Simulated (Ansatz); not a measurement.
BeCl₂⁻. The state is a doublet with charge -1. Geometry r2SCAN-D4/def2-TZVP, that of the neutral singlet; atoms count from 1.

```xyz
3

Be    0.0000    0.0000    0.0000
Cl    0.5118   -0.9431    1.4503
Cl   -0.5118    0.9431   -1.4503
```

The highest occupied level of the charge -1 doublet lies above zero (up to 1.57 eV). By energy differences it is unbound by 0.46 eV (vertical, to the charge 0 singlet, at PBE0-D4/def2-TZVPD) and held by the finite basis.

Question: Estimate the Mulliken populations from the PBE0/def2-TZVPD orbitals of Ansatz.

Answer: 
```tsv
atom	charge (e)	spin (α − β)
Be1	-1.83	1.95
Cl2	0.42	-0.48
Cl3	0.42	-0.48
```
Mulliken values and Mayer orders depend strongly on the basis. With diffuse functions, as here, like atoms can get unlike values, and bond orders can come out too low or too high.

Question: Where does the spin sit?

Answer: Summed by element: Be 1.95, Cl -0.95, of 1 unpaired in all. Largest on single atoms: Be1 1.95, Cl2 -0.48, Cl3 -0.48.
